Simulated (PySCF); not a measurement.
# Excitation energy of Te by level of theory

Te [Kr] 4d10 5s2 5p4 (3P) → Te [Kr] 4d10 5s1 5p5 (3P), as a difference of total energies. Computed with PySCF 2.14 in def2-QZVPPD with the def2 core potential (28 electrons) (8s7p5d4f1g, 91 functions), with a scalar-relativistic core potential. Correlated levels: valence: 4s2 4p6 4d10 frozen; valence and next inner shell: nothing frozen outside the core potential. The calculations carry no spin-orbit coupling.

```tsv
method	excitation energy (eV)
UHF	9.987
LDA	9.382
PBE	9.268
PBE0	9.479
r2SCAN	9.359
B97-3	9.441
CAM-B3LYP	9.696
B3LYP	9.470
BP86	9.274
MP2 (valence)	9.194
SCS-MP2 (valence)	9.093
MP2 (valence and next inner shell)	9.258
SCS-MP2 (valence and next inner shell)	9.139
```

Problem. How much does correlation contribute at MP2 (valence and next inner shell)?

Solution. 9.258 − (9.987) = -0.729 eV, measured against UHF.

The upper state lies above the first ionisation limit, where it may autoionise and the basis confines it.
